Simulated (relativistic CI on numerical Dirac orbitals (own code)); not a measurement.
**Spin-allowed bands of a d2 ion in an octahedral site, by hand**

Problem. Take Δ = 21800 cm⁻¹ and B = 940 cm⁻¹ for a d2 ion in an octahedral site. Calculate the three spin-allowed bands.

Working.
1. The terms of highest spin are 3F (energy 0) and 3P (15B = 14100 cm⁻¹). Here the F term splits into A2 at +1.2Δ = 26160, T2 at +0.2Δ = 4360 and T1 at −0.6Δ = -13080 cm⁻¹.
2. The two T1 states mix through the element 0.4Δ: H = [[-13080, 8720], [8720, 14100]], with roots ½(H₁₁ + H₂₂) ∓ ½√[(H₂₂ − H₁₁)² + 4H₁₂²] = ½(1020) ∓ ½(32294) = -15637 and 16657 cm⁻¹.
3. The ground term is 3T1 at -15637 cm⁻¹.
4. Bands: 3T2 19997 cm⁻¹ (500 nm), 3T1(P) 32294 cm⁻¹ (310 nm), 3A2 41797 cm⁻¹ (239 nm).

Check. Exact diagonalisation of the whole d2 shell with these parameters gives 3T2 19997, 3T1 32294, 3A2 41797 cm⁻¹. The match is exact, since without spin-orbit coupling no other term has this spin. The ratio of the second band to the first, 1.615, depends on Δ/B = 23.2 alone, which is how a Tanabe-Sugano diagram is read.
